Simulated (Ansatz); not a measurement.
`[CH3][Hf]([Cl])([Cl])[Cl]` from Hartree–Fock to CCSD(T)

```xyz
8

C     0.616    0.540   -0.842
Hf   -0.526   -0.461    0.719
Cl   -2.343    0.932    1.150
Cl   -1.142   -2.518   -0.186
Cl    0.931   -0.653    2.527
H     0.954    1.527   -0.507
H     0.009    0.678   -1.744
H     1.501   -0.046   -1.116
```

Charge 0, multiplicity 1. Correlated methods include outer-core shells of Hf, which these sets cover unevenly. Hf takes the def2 core potential. All single points use the PBE0-D4/def2-TZVP geometry. Frozen core, restricted reference, Ansatz.

| basis | HF (Eh) | MP2 corr. |
| --- | --- | --- |
| def2-SVP | -1465.38561 | -0.75973 |
| def2-TZVPP | -1465.91777 | -1.06089 |
| def2-QZVPP | -1465.95833 | -1.17949 |

Estimate the CCSD correlation energy and the (T) correction in each basis where they were run (hartree).


| basis | CCSD corr. | (T) |
| --- | --- | --- |
| def2-SVP | -0.80510 | -0.02402 |
| def2-TZVPP | -1.11277 | -0.04952 |
